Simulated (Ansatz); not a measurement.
Program: Ansatz 0.2.0.

Basis-set series for FGeH5OSSi (`F[SiH](S)[O][GeH3]`). Charge 0, multiplicity 1. All single points use the PBE0-D4/def2-TZVP geometry. It is one conformer, not always the lowest.

```json
{"functional": "PBE0-D4", "basis": "def2-SVP", "functions": "121", "energy (Eh)": "-2941.59842", "HOMO (eV)": "-7.61", "LUMO (eV)": "0.05"}
{"functional": "PBE0-D4", "basis": "def2-TZVPP", "functions": "264", "energy (Eh)": "-2942.33454", "HOMO (eV)": "-7.75", "LUMO (eV)": "-0.21"}
{"functional": "ωB97M-V", "basis": "def2-SVP", "functions": "121", "energy (Eh)": "-2942.08159", "HOMO (eV)": "-9.79", "LUMO (eV)": "1.97"}
{"functional": "ωB97M-V", "basis": "def2-TZVPP", "functions": "264", "energy (Eh)": "-2942.82054", "HOMO (eV)": "-9.96", "LUMO (eV)": "1.62"}
```

(1) Give the rows for def2-QZVPP. (An estimate is asked.)

Results:

(1) The calculation gave: 
| functional | basis | functions | energy (Eh) | HOMO (eV) | LUMO (eV) |
| --- | --- | --- | --- | --- | --- |
| PBE0-D4 | def2-QZVPP | 493 | -2942.41266 | -7.78 | -0.42 |
| ωB97M-V | def2-QZVPP | 493 | -2942.89552 | -10.00 | 1.15 |

Positive LUMOs are unbound and depend on the basis. Scalar relativity is left out up to krypton.
